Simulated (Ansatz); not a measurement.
```yaml
crystal:
  periodic: [false, false, false]
  atoms:
    - {symbol: C, position_ang: [-1.151743, -0.743241, 0.427362]}
    - {symbol: C, position_ang: [0.132535, 0.013991, 0.672375]}
    - {symbol: Cl, position_ang: [1.394732, -1.068618, 1.373207]}
    - {symbol: Si, position_ang: [0.978662, 0.694761, -0.861313]}
    - {symbol: Cl, position_ang: [-0.302078, 2.007817, -1.803903]}
    - {symbol: H, position_ang: [-1.544332, -1.160618, 1.356720]}
    - {symbol: H, position_ang: [-0.999735, -1.561829, -0.278944]}
    - {symbol: H, position_ang: [-1.900036, -0.064270, 0.009439]}
    - {symbol: H, position_ang: [-0.014333, 0.805828, 1.409309]}
    - {symbol: D, position_ang: [2.202910, 1.435295, -0.489077]}
    - {symbol: H, position_ang: [1.268818, -0.416115, -1.794775]}
basis:
  gaussian: {orbitals: cc-pVDZ}
magnetization: {spin_polarized: true, initial_magnetization: 0}
hamiltonian: {xc: {name: HF}}
correlation: {method: ccsd}
scf: {lower_state_search: full}
```

```sh
$ ansatz run in.yaml --threads 4 --pin off --events-out ev --progress --plain --max-ram 10444MiB
```

Output, abridged:

```
Error: YAML parse error: error: line 13 column 16: `D` is not an element symbol (H … Og, case-exact)
11 |     - {symbol: H, position_ang: [-1.900036, -0.064270, 0.009439]}
12 |     - {symbol: H, position_ang: [-0.014333, 0.805828, 1.409309]}
13 |     - {symbol: D, position_ang: [2.202910, 1.435295, -0.489077]}
14 |     - {symbol: H, position_ang: [1.268818, -0.416115, -1.794775]}
15 | basis:
```

(1) What is wrong with this run?

Results:

(1) An element symbol is wrong. The input was rejected before any iteration.
